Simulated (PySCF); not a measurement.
**Structure elucidation problem**

An unknown has the formula C4H14O2Si3. Its calculated NMR data are:

1H NMR (400 MHz, computed): δ 5.99 (br s, 1H), 4.01 (s, 9H), 2.43 (t, 2H), 2.06 (t, 2H).

13C{1H} NMR (computed): δ 178.1 (C), 37.8 (CH2), 36.5 (CH2), -5.7 (C).

- GIAO PBE0/pcSseg-1 shieldings
- structure optimised with GFN2-xTB
- run in PySCF 2.14
- non-relativistic Hamiltonian, isolated molecule, single conformer, rapidly exchanging positions averaged

References, each an isolated molecule treated in the same way: 1H (σref 31.72) and 13C (σref 186.93) against TMS.

Question: Propose a structure and justify it.

Answer: 
- The formula gives 1 degree of unsaturation (no ring in the answer).
- 4 carbon signals for 4 carbons: no two carbons are equivalent.
- Carbon types of the structure: 2 × C, 2 × CH2, leaving 10 H on heteroatoms.
- δC 178.1: carboxylic acid carbon; lone-pair donation from the attached heteroatom keeps it upfield of a ketone carbonyl.
- δC 37.8: sp3 CH2 α to a carbonyl; α to the electron-withdrawing carbonyl group.
- δC 36.5: sp3 CH2; aliphatic region, no heteroatom directly attached.
- δC -5.7: fully substituted sp3 carbon bonded to 3 Si; an electropositive neighbour leaves it electron-rich and shielded.
- δH 5.99: hydrogen on an acid hydroxyl oxygen; labile proton, position sensitive to the medium.
- δH 4.01: hydrogen on a silicon bonded to C.
- δH 2.43: hydrogen on an sp3 CH2 α to a carbonyl; α to C=O.

The compound is `[SiH3]C(CCC(=O)O)([SiH3])[SiH3]`.

This is the structure that produced the data.

The OH or NH signal is concentration- and solvent-dependent in practice; the value given is the gas-phase one. Shifts are as computed. Against solution values, carbons near 30 ppm lie about +3 ppm off and those near 130 ppm about +5 ppm. Of 1211 compounds with measured shifts, 218 miss one by over three times the rms of a fit or turn the order of signals round; such compounds aren't used in these exercises. Hydrogen bonding in solution deshields acid and N–H amide carbonyl carbons by as much as 10 ppm beyond these values. Multiplicities follow the n + 1 count of equivalent neighbours, as no J values were calculated; m marks all less simple cases, F and P coupling included.
